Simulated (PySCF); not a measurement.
An unknown shows these calculated signals:

$^{1}$H NMR (300 MHz, computed): δ 4.60 (d, 2H), 0.77 (m, 2H), 0.71 (m, 2H), -0.46 (m, 1H).

$^{13}$C{$^{1}$H} NMR (computed): δ 124.6 (C), 4.5 (CH2), -10.4 (CH).

Computed data (PySCF 2.14.0 with density-fitted response routines): σ from GIAO-B97-2/pcSseg-2, PBE0-D3(BJ)/def2-TZVP geometry. One averaged value for each set of equivalent atoms, relativity neglected, one conformer, gas phase.

Chemical shifts δ = σref − σ; $^{1}$H (σref 31.64), $^{13}$C (σref 185.38) against TMS, all at this level.

Task: Which of these does the molecule contain: an OH group, a three-membered ring, a Si–H bond, a ketone, a nitrile, a tert-butyl group?

Result: 
- An OH group: no.
- A three-membered ring: yes.
- A Si–H bond: yes (δH 4.60 (d)).
- A ketone: no.
- A nitrile: yes (δC 124.6).
- A tert-butyl group: no.

The data belong to Cyclopropyl Cyanosilane, C₄H₇NSi; they needn't prove each group on their own.

Carbon signals by region: 1 in the sp2 and nitrile region (100–160 ppm), 2 below 50 ppm.

Shifts are as computed. Against solution values, carbons near 30 ppm lie about +3 ppm off and those near 130 ppm about +7 ppm. Of 1211 compounds with measured shifts, 218 miss one by over three times the rms of a fit or turn the order of signals round; such compounds aren't used in these exercises. No couplings were computed; multiplicities are counted from neighbouring protons, with m where these are inequivalent, close in shift, in a saturated or five-membered ring or joined by F or P, and br s for small geminal =CH2 splittings.
